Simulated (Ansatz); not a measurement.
`[SH][GeH3]` + `C[SiH2]N` → `C[SiH2][NH][GeH3]` + H₂S at 298.15 K and 1 bar (ligand exchange at a Ge–S bond).

Program: Ansatz. Geometries: PBE0-D4/def2-TZVP. ΔE: electronic, gas phase. CBS: MP2 limit from def2 TZ/QZ plus the TZ coupled-cluster correction, frozen cores. This one scheme is used for every species. For Ge outer-core shells are correlated without core-valence functions, which leaves a few kJ/mol of doubt a bond. Scalar relativity is left out up to krypton. One conformer a species, not always the lowest.

```json
{"species": "`[SH][GeH3]`", "CCSD(T)/CBS energy (Eh)": "-2476.30083", "H − E (kJ/mol)": "99.2", "S (J/(mol·K))": "286.9"}
{"species": "`C[SiH2]N`", "CCSD(T)/CBS energy (Eh)": "-386.08232", "H − E (kJ/mol)": "225.7", "S (J/(mol·K))": "304.4"}
{"species": "`C[SiH2][NH][GeH3]`", "CCSD(T)/CBS energy (Eh)": "-2463.39859", "H − E (kJ/mol)": "268.5", "S (J/(mol·K))": "381.2"}
{"species": "H₂S", "CCSD(T)/CBS energy (Eh)": "-398.97279", "H − E (kJ/mol)": "49.9", "S (J/(mol·K))": "205.7"}
```

H − E and S are ideal-gas, rigid-rotor, harmonic terms from PBE0-D4/def2-TZVP, for one conformer and one mirror image of each species. 1 Eh = 2625.50 kJ/mol, R = 8.31446 J/(mol·K).

**Question.** By hand: ΔE, ΔH, ΔS and ΔG.

**Answer.** ΔE = (-2463.39859) + (-398.97279) − (-2476.30083) − (-386.08232) = 0.01177 Eh = 30.9 kJ/mol. Δ(H − E) = 268.5 + 49.9 − 99.2 − 225.7 = -6.5, so ΔH = 24.4 kJ/mol. ΔS = 381.2 + 205.7 − 286.9 − 304.4 = -4.4 J/(mol·K). ΔG = 24.4 − 298.15 × (-4.4)/1000 = 25.7 kJ/mol.

**Question.** By hand: the equilibrium constant, and the temperature at which ΔG would vanish if ΔH and ΔS stayed fixed.

**Answer.** log₁₀ K = −ΔG/(RT ln 10) = -4.5. ΔH and −TΔS have one sign here, so there is no such temperature. One of them is within its doubt of zero, so this could turn.

The number of gas molecules stays the same, so ΔS is small and ΔH decides. A doubt of 5 kJ/mol in ΔE shifts log₁₀ K by 0.9 here. Other conformers and mirror images would add mixing entropy, several J/(mol·K) or more a flexible species. Modes under 60 cm⁻¹, often nearly free rotors, make the harmonic entropy too high. These are equilibria of isolated gas molecules and say nothing of rates. Largest T1 diagnostic: 0.011 (customary marks: 0.02 for closed shells, 0.045 for open ones).
